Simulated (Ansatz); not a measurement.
`[NH2][Cd][Cl]` + H₂S → `[SH][Cd][Cl]` + NH₃  (ligand exchange at a Cd–N bond)

Computed with Ansatz on PBE0-D4/def2-TZVP structures; ΔE is electronic, products minus reactants. CCSD(T)/CBS is the MP2 limit (def2-TZVPP, def2-QZVPP) plus CCSD(T) − MP2 in def2-TZVPP, frozen cores. This one scheme is used for every species. Functionals use def2-TZVPP. def2 core potentials past Kr. For Cd outer-core shells are correlated without core-valence functions, which leaves a few kJ/mol of doubt a bond. Each species was taken in one conformer, which may not be the lowest.

(1) Is it downhill or uphill in electronic energy at CCSD(T)/CBS, and by how much? (An estimate is asked.)

(2) What do these levels give: CAM-B3LYP-D4, revPBE, HF/def2-SVP, MP2/def2-SVP, HF/def2-QZVPP, HF/CBS(def2)? (Estimate.)

Largest T1 diagnostic among the species: 0.014.

Answers

(1) Computed: Downhill: ΔE = -1.06 eV.

(2) The calculation gave: CAM-B3LYP-D4 -1.02, revPBE -1.01, HF/def2-SVP -1.24, MP2/def2-SVP -1.01, HF/def2-QZVPP -1.20, HF/CBS(def2) -1.20 eV.

From PBE to PBE0 (25 % exact exchange), in def2-TZVPP and without D4, ΔE moves by −0.08 eV. Leaving LDA and LC-ωPBE aside and taking each functional with its dispersion term where it has one, the values, not all of them listed here, spread over 0.16 eV, from BHLYP-D4 to BLYP-D4. In def2-TZVPP, CCSD(T) changes the Hartree–Fock value by +0.22 eV (the triples alone add +0.02 eV) and MP2 by +0.21 eV.
